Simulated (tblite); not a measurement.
Compound: C₆H₆O₂.
Z-matrix (Å and degrees, GFN2-xTB geometry), rows numbered from 1:
```
O 
C   1  1.1969
O   2  1.3237  1  128.10
C   3  1.3755  2  122.29  1    -0.05
C   4  1.3471  3  123.64  2  -179.84
C   5  1.4424  4  108.39  3  -179.99
C   6  1.3412  5  109.70  4    -0.02
C   7  1.4899  6  109.80  5     0.02
H   2  1.1038  1  124.13  3  -179.98
H   5  1.0734  4  126.41  3     0.00
H   6  1.0744  5  123.47  4  -180.00
H   7  1.0736  6  127.42  5  -179.98
H   8  1.0918  4  112.06  3   -59.57
H   8  1.0918  4  112.10  3    59.66
```

Computed values, GFN2-xTB/tblite, gas phase, harmonic and unscaled. This tight-binding method is rough: wavenumbers can miss measured ones by several per cent, in bad cases by 10 to 20. One conformer, not necessarily the lowest.

Harmonic wavenumbers (cm⁻¹): 43.2, 186.1, 192.5, 330.9, 348.8, 434.2, 508.8, 558.3, 725.2, 782.5, 788.5, 838.5, 866.4, 894.3, 898.0, 924.7, 1019.6, 1042.6, 1047.2, 1108.1, 1124.1, 1189.3, 1208.2, 1283.9, 1332.5, 1367.9, 1379.3, 1547.7, 1632.5, 1769.5, 2825.0, 2962.3, 2991.2, 3138.3, 3152.6, 3159.0.

A = 5557, B = 1522, C = 1203 MHz; mass 110.037 u (most abundant isotopes); point group Cs, symmetry number 1.

Question: Zero-point energy?

Answer: Half the sum of the wavenumbers: 22801 cm⁻¹ = 65.19 kcal/mol.

Question: Give the ideal-gas entropy at 200 K and 1 bar in the rigid-rotor, harmonic-oscillator model (classical rotation).

Answer: Translation 38.05, rotation 26.66, vibration 9.79: S = 74.5 cal/(mol K).

Question: And Cp and H(200 K) − H(0)?

Answer: Cp = 19.89 cal/(mol K), of which vibrations give 11.94 (their classical limit is 36 R = 71.5); H(200 K) − H(0) = 2.67 kcal/mol without the zero-point energy, 1.08 from vibrations.

Question: What must be added to the electronic energy to get the Gibbs energy at 200 K and 1 bar?

Answer: ZPE + [H(200 K) − H(0)] − T·S = 65.19 + 2.67 − 14.90 = 52.96 kcal/mol.

Question: Which modes carry the vibrational entropy at 200 K?

Answer: 43.2 cm⁻¹: 4.32; 186.1 cm⁻¹: 1.55; 192.5 cm⁻¹: 1.49; 330.9 cm⁻¹: 0.68; 348.8 cm⁻¹: 0.61; 434.2 cm⁻¹: 0.38 cal/(mol K); the other 30 give 0.77 together.

Question: How do the functions run with temperature in this model?

Answer: 
```
T (K)  S (cal/(mol K))  Cp (cal/(mol K))  H − H(0) (kcal/mol)  G − H(0) (kcal/mol)  ln q(vib)
  100             63.4              13.1                 1.03                -5.31       0.92
  300             84.1              28.1                 5.06               -20.16       3.64
  500            102.1              42.8                12.24               -38.81       6.83
  800            125.4              56.1                27.29               -73.05      11.85
 1000            138.6              61.5                39.09               -99.48      15.06
```

q(vib) and H(0) count from the zero-point level.

Hindered rotation and anharmonicity are outside this model. Other conformers, if any are populated, would add a mixing term that is left out.
